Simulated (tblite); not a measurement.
Species: C7H11F.
Numbering: `[CH3:1][CH2:2][C@:3]1([CH2:4][F:5])[C@@H:6]2[CH2:7][C@H:8]12` (hydrogens: H9, H10, H11 on C1; H12, H13 on C2; H14, H15 on C4; H16 on C6; H17, H18 on C7; H19 on C8)

Computed with GFN2-xTB (tblite), gas phase: L-BFGS steps from a force-field or distance-geometry start until the largest atomic force falls under 0.01 eV/Å.

Step 3: E = -687.1219 eV
```
atom  x, y, z in Å  |  force x, y, z in eV/Å
C1     -1.5569    1.4864    0.3429    0.304  -0.137  -0.209
C2     -0.6192    0.9007   -0.7130    0.014  -0.004  -0.164
C3      0.0635   -0.3765   -0.2476   -0.419  -0.353   0.051
C4     -0.8231   -1.6034   -0.4713   -0.086   0.008  -0.144
F5     -0.2004   -2.7573   -0.0558   -0.050   0.080  -0.024
C6      0.9224   -0.4237    0.9804   -0.173  -0.322   0.202
C7      2.0262    0.4488    0.5259    0.262   0.302  -0.136
C8      1.5265   -0.5974   -0.4144    0.386  -0.220  -0.029
H9     -2.3295    0.7758    0.5960   -0.185  -0.114   0.078
H10    -2.0172    2.3834   -0.0440   -0.133   0.202  -0.022
H11    -1.0008    1.7305    1.2391    0.056   0.030   0.128
H12     0.1395    1.6359   -0.9842   -0.053   0.033   0.046
H13    -1.1881    0.6815   -1.6275    0.089   0.001   0.170
H14    -1.7665   -1.5411    0.0918    0.175   0.057  -0.042
H15    -1.0530   -1.7407   -1.5423    0.096   0.053   0.213
H16     1.0088   -1.2458    1.6642   -0.314   0.282   0.327
H17     1.8382    1.5005    0.3274   -0.035  -0.166  -0.022
H18     3.0027    0.2793    0.9610    0.047   0.013   0.041
H19     2.0172   -1.5277   -0.6365    0.019   0.255  -0.465
```

Step 4: E = -687.1649 eV
```
atom  x, y, z in Å  |  force x, y, z in eV/Å
C1     -1.5600    1.4887    0.3462    0.336  -0.171  -0.288
C2     -0.6241    0.9065   -0.7114    0.198  -0.203  -0.178
C3      0.0689   -0.3702   -0.2472   -0.550  -0.492   0.035
C4     -0.8198   -1.5981   -0.4700   -0.134  -0.116  -0.146
F5     -0.2081   -2.7640   -0.0621   -0.010   0.185   0.025
C6      0.9299   -0.4311    0.9767   -0.282  -0.494   0.403
C7      2.0270    0.4465    0.5288    0.338   0.393  -0.211
C8      1.5311   -0.6095   -0.4025    0.463  -0.352  -0.221
H9     -2.3312    0.7753    0.5957   -0.185  -0.098   0.098
H10    -2.0189    2.3848   -0.0435   -0.146   0.220   0.010
H11    -0.9959    1.7277    1.2377    0.025   0.055   0.165
H12     0.1442    1.6328   -0.9778   -0.120   0.099  -0.002
H13    -1.1870    0.6721   -1.6264    0.088   0.087   0.186
H14    -1.7639   -1.5376    0.0963    0.220   0.074  -0.102
H15    -1.0449   -1.7449   -1.5410    0.048   0.132   0.213
H16     0.9753   -1.2223    1.7034   -0.251   0.338   0.185
H17     1.8300    1.4957    0.3207    0.016  -0.173   0.007
H18     3.0029    0.2795    0.9621    0.090   0.039   0.072
H19     2.0347   -1.5226   -0.6934   -0.144   0.477  -0.251
```

Step 5: E = -687.2108 eV
```
atom  x, y, z in Å  |  force x, y, z in eV/Å
C1     -1.5604    1.4893    0.3465    0.244  -0.148  -0.248
C2     -0.6256    0.9090   -0.7116    0.326  -0.355  -0.078
C3      0.0715   -0.3700   -0.2453   -0.398  -0.488   0.001
C4     -0.8181   -1.5944   -0.4701   -0.108  -0.199  -0.084
F5     -0.2172   -2.7691   -0.0690    0.056   0.192   0.095
C6      0.9358   -0.4452    0.9748   -0.195  -0.473   0.425
C7      2.0307    0.4452    0.5289    0.216   0.212  -0.197
C8      1.5400   -0.6267   -0.3899    0.301  -0.341  -0.309
H9     -2.3350    0.7740    0.5964   -0.086  -0.012   0.076
H10    -2.0225    2.3888   -0.0420   -0.080   0.119   0.064
H11    -0.9901    1.7252    1.2377   -0.046   0.051   0.110
H12     0.1482    1.6310   -0.9705   -0.149   0.134  -0.060
H13    -1.1847    0.6625   -1.6229    0.064   0.143   0.121
H14    -1.7579   -1.5322    0.1002    0.154   0.079  -0.120
H15    -1.0349   -1.7478   -1.5372   -0.044   0.184   0.081
H16     0.9315   -1.1897    1.7539   -0.148   0.354   0.009
H17     1.8203    1.4887    0.3126    0.063  -0.130   0.020
H18     3.0052    0.2806    0.9650    0.096   0.077   0.080
H19     2.0536   -1.5098   -0.7650   -0.264   0.602   0.014
```

Step 6: E = -687.2435 eV
```
atom  x, y, z in Å  |  force x, y, z in eV/Å
C1     -1.5571    1.4875    0.3432    0.097  -0.087  -0.111
C2     -0.6213    0.9045   -0.7127    0.282  -0.324   0.050
C3      0.0703   -0.3784   -0.2430   -0.087  -0.292  -0.012
C4     -0.8189   -1.5957   -0.4716   -0.036  -0.187  -0.007
F5     -0.2216   -2.7693   -0.0714    0.098   0.085   0.133
C6      0.9376   -0.4589    0.9764   -0.009  -0.231   0.134
C7      2.0342    0.4435    0.5257    0.049  -0.034  -0.091
C8      1.5471   -0.6396   -0.3847   -0.027  -0.117  -0.140
H9     -2.3382    0.7736    0.5979    0.033   0.069   0.028
H10    -2.0256    2.3925   -0.0399    0.024  -0.031   0.086
H11    -0.9876    1.7243    1.2390   -0.096   0.025   0.013
H12     0.1482    1.6320   -0.9672   -0.116   0.097  -0.083
H13    -1.1822    0.6590   -1.6191    0.040   0.125   0.025
H14    -1.7522   -1.5276    0.1007    0.019   0.063  -0.083
H15    -1.0299   -1.7464   -1.5342   -0.114   0.163  -0.084
H16     0.9023   -1.1649    1.7859   -0.066   0.240  -0.005
H17     1.8153    1.4833    0.3077    0.074  -0.094   0.015
H18     3.0085    0.2829    0.9682    0.034   0.094   0.043
H19     2.0615   -1.4932   -0.8085   -0.199   0.439   0.089
```

**Question.** Estimate the geometry and energy of step 7. (The exact step hangs on the optimiser's Hessian estimate; all steps are aligned on step 6, rigid shifts and turns removed.)

**Answer.** E = -687.2614 eV, largest force 0.244 eV/Å
```
atom  x, y, z in Å  |  force x, y, z in eV/Å
C1     -1.5530    1.4846    0.3393    0.004  -0.041   0.021
C2     -0.6137    0.8961   -0.7125    0.119  -0.154   0.090
C3      0.0690   -0.3894   -0.2413    0.108  -0.043  -0.016
C4     -0.8202   -1.6001   -0.4728    0.014  -0.121   0.013
F5     -0.2218   -2.7679   -0.0697    0.101  -0.039   0.131
C6      0.9387   -0.4693    0.9776    0.106  -0.004  -0.101
C7      2.0364    0.4406    0.5221   -0.066  -0.146   0.012
C8      1.5490   -0.6466   -0.3832   -0.219   0.096   0.046
H9     -2.3393    0.7747    0.5993    0.094   0.086  -0.010
H10    -2.0268    2.3939   -0.0371    0.105  -0.129   0.061
H11    -0.9884    1.7244    1.2399   -0.100   0.001  -0.044
H12     0.1458    1.6345   -0.9672   -0.062   0.018  -0.070
H13    -1.1800    0.6598   -1.6164    0.042   0.071  -0.026
H14    -1.7489   -1.5239    0.0992   -0.087   0.033  -0.038
H15    -1.0297   -1.7424   -1.5343   -0.133   0.105  -0.153
H16     0.8860   -1.1479    1.8030   -0.018   0.097   0.065
H17     1.8142    1.4787    0.3054    0.059  -0.060   0.003
H18     3.0109    0.2861    0.9707   -0.021   0.076  -0.001
H19     2.0621   -1.4766   -0.8295   -0.046   0.153   0.016
```

The energy changes by -0.0179 eV. The first-order estimate −F·Δx gives -0.0275 eV and the mean of the old and new forces, exact on a quadratic surface, -0.0180 eV. The step makes an angle of 53° with the force vector and moves no atom by more than 0.029 Å.

What follows is the cost of the whole relaxation. Hardware: Arm Neoverse N1, one thread (shared host). Cost: 0.6 s wall.
